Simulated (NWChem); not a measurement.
Molecule: AlH₃Se₂; SMILES [SeH][AlH][SeH]

```xyz
6

Al     0.0000     0.0000    -0.9246
H      0.0000     0.0000    -2.5042
Se    -2.0424     0.0000     0.1692
H     -1.4394     0.0000     1.5107
Se     2.0424     0.0000     0.1692
H      1.4394     0.0000     1.5107
```
Atoms are numbered in this order, from 1.

All runs: NWChem. The geometry was optimised at PBE0/def2-SVP. Total energies compare along this basis series because the functional is fixed.

```
level              basis functions  energy (Ha)  highest occupied level (eV)  orbital gap (eV)  dipole (D)
-----------------  ---------------  -----------  ---------------------------  ----------------  ----------
B3LYP/pcseg-1                   87   -5046.9658                        -6.98              5.65        0.79
B3LYP/aug-pcseg-1              126   -5046.9727                        -7.05              5.58        0.60
B3LYP/pcseg-2                  162   -5047.6260                        -7.05              5.64        0.64
B3LYP/STO-3G                    48   -4991.1238                        -3.98              7.27        0.46
B3LYP/def2-SVP                  97   -5046.8479                        -6.89              5.62        0.83
```
